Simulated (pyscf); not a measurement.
**H₃C–InH–SH, singlet**

Gas-phase minimum from PySCF at ωB97X-D3(BJ)/def2-SVP, one conformer. 

SMILES: [CH3][InH][SH]
```xyz
8

C     -0.5586     1.6921    -0.9536
In     0.0969    -0.1372    -0.0463
S      0.4994    -1.9333    -1.5839
H      0.1065     2.5218    -0.6692
H     -1.5753     1.9402    -0.6115
H     -0.5656     1.5978    -2.0487
H      0.3706    -0.4996     1.6139
H      0.8617    -2.8224    -0.6392
```
Charge 0, spin multiplicity 1.

Bond lengths (Å): C1–In2 2.145, C1–H4 1.101, C1–H5 1.101, C1–H6 1.099, In2–S3 2.398, In2–H7 1.721, S3–H8 1.347. Bond angles (°): In2–C1–H4 110.4, In2–C1–H5 110.1, In2–C1–H6 110.5, H4–C1–H5 107.9, H4–C1–H6 109.0, H5–C1–H6 108.8, C1–In2–S3 114.8, C1–In2–H7 129.5, S3–In2–H7 115.7, In2–S3–H8 95.2.

Properties at ωB97X-D3(BJ)/def2-SVP:

```json
{
 "harmonic_wavenumbers_unscaled": "25, 107, 256, 363, 402, 481, 533, 669, 702, 748, 1219, 1443, 1447, 1839, 2764, 3077, 3179, 3197 cm⁻¹",
 "zero_point_energy": "32.1 kcal/mol",
 "rotational_symmetry_number": "1",
 "Entropy of this conformer at 298 K and 1 atm, rigid rotor and harmonic oscillator, modes under 100 cm⁻¹ raised to 100": "335.4 J/(mol K)",
 "dipole_moment": "1.95 D"
}
```

Single-point totals, which compare only within one level (frozen core for MP2 and CC):

```
level                   total energy (hartree)
----------------------  ----------------------
ωB97X-D3(BJ)/def2-TZVP              -629.60580
PBE/def2-TZVP                       -629.25501
r²SCAN/def2-TZVP                    -629.50525
B3LYP-D3(BJ)/def2-TZVP              -629.59012
PBE0-D3(BJ)/def2-TZVP               -629.30180
M06-2X/def2-TZVP                    -629.37235
ωB97M-D3(BJ)/def2-TZVP              -629.57418
HF/def2-TZVPP                       -627.56934
MP2/def2-TZVPP                      -628.22262
CCSD/def2-TZVPP                     -628.25393
CCSD(T)/def2-TZVPP                  -628.27934
```

The lowest mode is so soft that the shape along it may change with the basis. Soft torsions are taken as harmonic, which can shift the entropy by several J/(mol K). The CCSD(T) − MP2 part came from Ansatz, without density fitting, on the same reference. The frozen core leaves the outer d or s,p core shells of the metals and heavy elements correlated in the MP2 and CC values, and def2-TZVPP describes them poorly, so these totals are far from the basis limit. Elements past Kr carry the def2 core potentials, without spin-orbit coupling.
